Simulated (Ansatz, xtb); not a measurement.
## C6H6FO+: which of two isomers lies lower

We compare a, `Cc1cc[o+]cc1F`, a singlet, with b, `F[C+]1C=COC=CC1`, a singlet. Both are isolated ions in the gas phase, relaxed with B3LYP/def2-SVP.

Task: Estimate which is lower in electronic energy at CCSD(T)/def2-SVP + ΔMP2/def2-TZVPP, and by roughly how much.

Result: The CCSD(T)/def2-SVP + ΔMP2/def2-TZVPP calculation puts structure a lower, by 106.6 kJ/mol.

How the difference moves with the method:

```json
{"level": "GFN2-xTB", "geometry": "GFN2-xTB", "E(b) − E(a) (kJ/mol)": "+104.9", "departure from the last row (kJ/mol)": "−1.7", "job, with rough time for the two": "optimisation, 0.17 s"}
{"level": "HF/STO-3G", "geometry": "GFN2-xTB", "E(b) − E(a) (kJ/mol)": "+144.8", "departure from the last row (kJ/mol)": "+38.2", "job, with rough time for the two": "single point, 0.42 s"}
{"level": "r2SCAN-D4/def2-SVP", "geometry": "GFN2-xTB", "E(b) − E(a) (kJ/mol)": "+110.9", "departure from the last row (kJ/mol)": "+4.2", "job, with rough time for the two": "single point, 3.9 s"}
{"level": "B3LYP/def2-SVP", "geometry": "B3LYP/def2-SVP", "E(b) − E(a) (kJ/mol)": "+106.6", "departure from the last row (kJ/mol)": "0.0", "job, with rough time for the two": "optimisation, 68 s"}
{"level": "HF/def2-SVP", "geometry": "B3LYP/def2-SVP", "E(b) − E(a) (kJ/mol)": "+101.9", "departure from the last row (kJ/mol)": "−4.7", "job, with rough time for the two": "part of the CCSD(T) run"}
{"level": "MP2/def2-SVP", "geometry": "B3LYP/def2-SVP", "E(b) − E(a) (kJ/mol)": "+119.6", "departure from the last row (kJ/mol)": "+12.9", "job, with rough time for the two": "part of the CCSD(T) run"}
{"level": "CCSD(T)/def2-SVP", "geometry": "B3LYP/def2-SVP", "E(b) − E(a) (kJ/mol)": "+106.1", "departure from the last row (kJ/mol)": "−0.5", "job, with rough time for the two": "single point"}
{"level": "CCSD(T)/def2-SVP + ΔMP2/def2-TZVPP", "geometry": "B3LYP/def2-SVP", "E(b) − E(a) (kJ/mol)": "+106.6", "departure from the last row (kJ/mol)": "", "job, with rough time for the two": "single point, 1.7 min"}
```

As drawn, b has 2 C–C, 2 C=C, 2 C–O in place of 4 C∷C, 2 C∷O (∷ is an aromatic bond). Structure a has a 6-membered ring (with an aromatic ring), b a 7-membered ring.

The levels shown agree on the order. The largest departure from CCSD(T)/def2-SVP + ΔMP2/def2-TZVPP is that of HF/STO-3G, 38.2 kJ/mol. The last row adds to CCSD(T) the change of the MP2 difference between the two basis sets, here +0.5 kJ/mol.

With thermal terms from frequencies at re-optimised GFN2-xTB minima (ideal gas, soft modes damped towards free rotors, one conformer each, 298.15 K, 1 atm): on the last row, ΔE + ΔZPE = +107.2, ΔH = +106.1, ΔG = +108.9 kJ/mol.

The correlated steps freeze 8 core orbitals. Programs: Ansatz 0.2.0, xtb 6.7.1; the last row on 4 threads of Arm Neoverse V1 on a shared host.
